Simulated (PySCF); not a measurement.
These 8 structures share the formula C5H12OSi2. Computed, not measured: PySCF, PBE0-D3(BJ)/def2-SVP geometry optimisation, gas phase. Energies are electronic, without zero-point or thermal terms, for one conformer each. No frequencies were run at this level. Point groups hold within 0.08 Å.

Question: Order them by energy at this level, lowest first, and give relative energies in kJ/mol.
A. `[CH3:1][CH:2]([CH3:3])[Si@H:4]([OH:5])[C:6]#[C:7][SiH3:8]` with C1–C2–Si4–O5 -179°, C2–Si4–O5–H -89°
B. `[CH2:1]=[CH:2][Si:3]1([O:4][SiH3:5])[CH2:6][CH2:7][CH2:8]1` with C1–C2–Si3–O4 -133°, C2–Si3–O4–Si5 -172°, C2–Si3–C6–C7 94°, Si3–C6–C7–C8 23°, C6–C7–C8–Si3 -23°, C2–Si3–C8–C7 -93°
C. `[CH2:1]=[CH:2][C:3](=[CH2:4])[O:5][SiH2:6][CH2:7][SiH3:8]` with C1–C2–C3–C4 -179°, C2–C3–O5–Si6 -152°, C3–O5–Si6–C7 67°, O5–Si6–C7–Si8 -57°
D. `[CH:1]#[C:2][CH2:3][C@@H:4]([CH3:5])[SiH2:6][O:7][SiH3:8]` with C2–C3–C4–C5 60°, C3–C4–Si6–O7 -60°, C4–Si6–O7–Si8 -70°
E. `[CH:1]#[C:2][SiH2:3][O:4][SiH2:5][CH:6]([CH3:7])[CH3:8]` with C2–Si3–O4–Si5 4°, Si3–O4–Si5–C6 28°, O4–Si5–C6–C7 180°
F. `[CH2:1]1[CH2:2][Si@H:3]([CH:4]2[CH2:5][CH2:6]2)[O:7][SiH2:8]1` with C2–Si3–C4–C5 90°, Si8–C1–C2–Si3 -34°, C1–C2–Si3–C4 148°, Si3–C4–C5–C6 110°, C2–Si3–O7–Si8 -9°
G. `[CH3:1][CH:2]([CH3:3])[O:4][SiH2:5][C:6]#[C:7][SiH3:8]` with C1–C2–O4–Si5 -100°, C2–O4–Si5–C6 63°
H. `[CH3:1][CH2:2][CH2:3][O:4][SiH2:5][C:6]#[C:7][SiH3:8]` with C1–C2–C3–O4 180°, C2–C3–O4–Si5 180°, C3–O4–Si5–C6 -58°

Answer: F (0.0), B (68.4), E (149.0), D (199.3), A (201.7), C (205.8), G (255.5), H (270.1).

As drawn, the lowest has a three-membered ring, which the highest lacks; the highest has a C≡C bond, which the lowest lacks. Neighbours under 10 kJ/mol apart (C#CC[C@@H](C)[SiH2]O[SiH3] and CC(C)[Si@H](O)C#C[SiH3]; CC(C)[Si@H](O)C#C[SiH3] and C=CC(=C)O[SiH2]C[SiH3]) can change places with a better method, another conformer or zero-point energy.

```csv
SMILES,E (Eh),E rel (kJ/mol),dipole (D),point group,"A, B, C (MHz)"
C1C[Si@H](C2CC2)O[SiH2]1,-851.10469,0.0,1.76,C1,"3494, 823.3, 715.3"
C=C[Si]1(O[SiH3])CCC1,-851.07862,68.4,0.64,C1,"2011, 961.4, 759.1"
C#C[SiH2]O[SiH2]C(C)C,-851.04794,149.0,1.72,C1,"1907, 912.2, 717.5"
C#CC[C@@H](C)[SiH2]O[SiH3],-851.02879,199.3,0.61,C1,"2403, 673.1, 620.6"
CC(C)[Si@H](O)C#C[SiH3],-851.02786,201.7,1.49,C1,"1936, 651.8, 565.3"
C=CC(=C)O[SiH2]C[SiH3],-851.02631,205.8,0.88,C1,"1833, 912.5, 787.7"
CC(C)O[SiH2]C#C[SiH3],-851.00736,255.5,1.18,C1,"2535, 558.6, 474.1"
CCCO[SiH2]C#C[SiH3],-851.00183,270.1,1.13,C1,"1939, 502.1, 410.6"
```

How do the relative energies change in single points at PBE0/pcSseg-1 (no added dispersion term) on the same geometries?

```json
{"SMILES": "C1C[Si@H](C2CC2)O[SiH2]1", "PBE0-D3(BJ)/def2-SVP (kJ/mol)": "0.0", "PBE0/pcSseg-1 (kJ/mol)": "0.0", "shift": "0.0"}
{"SMILES": "C=C[Si]1(O[SiH3])CCC1", "PBE0-D3(BJ)/def2-SVP (kJ/mol)": "68.4", "PBE0/pcSseg-1 (kJ/mol)": "60.1", "shift": "-8.3"}
{"SMILES": "C#C[SiH2]O[SiH2]C(C)C", "PBE0-D3(BJ)/def2-SVP (kJ/mol)": "149.0", "PBE0/pcSseg-1 (kJ/mol)": "132.0", "shift": "-17.0"}
{"SMILES": "C#CC[C@@H](C)[SiH2]O[SiH3]", "PBE0-D3(BJ)/def2-SVP (kJ/mol)": "199.3", "PBE0/pcSseg-1 (kJ/mol)": "187.0", "shift": "-12.3"}
{"SMILES": "CC(C)[Si@H](O)C#C[SiH3]", "PBE0-D3(BJ)/def2-SVP (kJ/mol)": "201.7", "PBE0/pcSseg-1 (kJ/mol)": "181.8", "shift": "-19.9"}
{"SMILES": "C=CC(=C)O[SiH2]C[SiH3]", "PBE0-D3(BJ)/def2-SVP (kJ/mol)": "205.8", "PBE0/pcSseg-1 (kJ/mol)": "204.4", "shift": "-1.4"}
{"SMILES": "CC(C)O[SiH2]C#C[SiH3]", "PBE0-D3(BJ)/def2-SVP (kJ/mol)": "255.5", "PBE0/pcSseg-1 (kJ/mol)": "235.5", "shift": "-20.0"}
{"SMILES": "CCCO[SiH2]C#C[SiH3]", "PBE0-D3(BJ)/def2-SVP (kJ/mol)": "270.1", "PBE0/pcSseg-1 (kJ/mol)": "248.4", "shift": "-21.7"}
```

Each column counts from its own lowest isomer. The lowest isomer stays, but the order above it changes; the largest shift is 21.7 kJ/mol.
